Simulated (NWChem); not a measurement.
Correlation energy of Se (+1)

```xyz
1

Se     0.0000     0.0000     0.0000
```
Charge +1, spin multiplicity 4.

The numbers come from NWChem runs, not from measurements.

Basis set: def2-TZVP. Each correlation energy counts from its own Hartree-Fock reference.

The Hamiltonian is non-relativistic. The correlated methods keep 9 core orbitals frozen. The stability of the SCF solutions was not checked. Open-shell Hartree-Fock references start from PBE0 orbitals. Coupled-cluster values serve here as a point of comparison, not as the truth.

Question: For the correlation energy, CCSD(T) on UHF gives -200.1 mHa and CCSD on UHF gives -194.8 mHa. What do CCSD on ROHF, CCSD[T] on UHF, UMP2 give?

Answer: CCSD on ROHF: -195.8 mHa; CCSD[T] on UHF: -200.3 mHa; UMP2: -187.1 mHa.
